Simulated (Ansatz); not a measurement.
`[SiH3]B(Cl)[SeH]` and `[SiH3]BCl` differ in one atom or group.

Ansatz, PBE0-D4/def2-TZVP geometries, multiplicity 1. Each molecule was computed in one conformer, which needn't be the lowest.

Scalar relativity is left out up to krypton.

```json
{"property": "LUMO energy (PBE/def2-TZVPP) / eV", "`[SiH3]B(Cl)[SeH]`": "-2.78"}
{"property": "LUMO energy (PBE0/def2-TZVPP) / eV", "`[SiH3]B(Cl)[SeH]`": "-1.96"}
{"property": "size of the dipole moment (ωB97M-V/def2-TZVPP) / D", "`[SiH3]B(Cl)[SeH]`": "1.06"}
{"property": "size of the dipole moment (B3LYP/def2-TZVPP) / D", "`[SiH3]B(Cl)[SeH]`": "1.08"}
{"property": "LUMO energy (B3LYP/def2-TZVPP) / eV", "`[SiH3]B(Cl)[SeH]`": "-2.09"}
{"property": "HOMO energy (ωB97M-V/def2-TZVPP) / eV", "`[SiH3]B(Cl)[SeH]`": "-9.99"}
```

Question: Give the same properties after the change, and the shifts. (An estimate is asked.)

Answer: The calculation gave: 
```json
{"property": "LUMO energy (PBE/def2-TZVPP) / eV", "`[SiH3]BCl`": "-3.23", "shift": "-0.45"}
{"property": "LUMO energy (PBE0/def2-TZVPP) / eV", "`[SiH3]BCl`": "-2.28", "shift": "-0.32"}
{"property": "size of the dipole moment (ωB97M-V/def2-TZVPP) / D", "`[SiH3]BCl`": "0.35", "shift": "-0.71"}
{"property": "size of the dipole moment (B3LYP/def2-TZVPP) / D", "`[SiH3]BCl`": "0.35", "shift": "-0.73"}
{"property": "LUMO energy (B3LYP/def2-TZVPP) / eV", "`[SiH3]BCl`": "-2.45", "shift": "-0.36"}
{"property": "HOMO energy (ωB97M-V/def2-TZVPP) / eV", "`[SiH3]BCl`": "-10.15", "shift": "-0.16"}
```

With PBE0 the HOMO falls by 0.10 eV and the LUMO falls by 0.32 eV, so the gap narrows by about 0.22 eV. PBE moves the HOMO by 0.01 eV and ωB97M-V by -0.16 eV. Dipoles are sizes alone; their direction can turn.

B3LYP here is the variant with VWN-RPA as its local correlation; programs differ in this.

Spin–orbit coupling is left out; it splits and shifts lone-pair levels of the heavy atoms by tenths of an eV.
